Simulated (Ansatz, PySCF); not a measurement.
Bond stretch in SeH, doublet.

Levels of theory: ROHF/aug-cc-pVDZ (Ansatz, an electronic-structure program); UKS-B3LYP/6-31G* = PySCF with unrestricted B3LYP/6-31G*, spherical d; UCCSDT = CCSDT on UHF/aug-cc-pVDZ, cores with 3d frozen (Ansatz); UKS-PBE = unrestricted PBE/aug-cc-pVDZ run with Ansatz.

Energies are in kcal/mol, each relative to the lowest point of its own curve between 1.26 and 1.79 Å, where full CI is lowest.

```csv
R / Å,ROHF,UKS-B3LYP/6-31G*,UCCSDT,UKS-PBE
1.08,78.6,82.5,81.8,82.3
1.17,38.7,42.0,41.4,42.2
1.26,15.7,18.2,17.7,18.5
1.31,8.1,10.1,9.7,10.4
1.38,2.0,3.2,3.0,3.5
1.44,0.0,0.5,0.4,0.7
1.49,0.1,0.0,0.0,0.0
1.52,0.8,0.3,0.3,0.2
1.57,2.7,1.5,1.6,1.3
1.63,6.1,4.0,4.2,3.6
1.71,11.9,8.6,8.9,8.0
1.79,18.7,14.1,14.4,13.3
1.88,27.1,21.0,21.0,20.0
2.04,42.6,33.6,32.8,32.3
2.23,60.7,47.8,45.1,46.3
2.42,77.3,58.6,54.8,58.2
2.66,—,67.0,63.1,67.7
2.98,—,72.6,68.8,73.7
3.29,—,75.1,71.2,76.1
3.78,—,76.5,72.4,77.6
4.34,—,77.1,72.6,78.0
5.13,—,77.2,72.7,78.2
```

At the longest distance, 5.13 Å, UKS-PBE lies highest above its minimum (78.2 kcal/mol) and UCCSDT lowest (72.7 kcal/mol).

Dashes: no converged value, or the column stops at the first point that the program doubted or that broke a chosen test of continuity, which isn't proof of a fault.

The unrestricted determinant behind UKS-B3LYP/6-31G* is spin-contaminated at 2.23 to 5.13 Å (<S²> up to 1.8, against 0.75 for a pure doublet). The unrestricted determinant behind UCCSDT is spin-contaminated at 1.88 to 5.13 Å (<S²> up to 1.8, against 0.75 for a pure doublet). The unrestricted determinant behind UKS-PBE is spin-contaminated at 2.42 to 5.13 Å (<S²> up to 1.8, against 0.75 for a pure doublet).
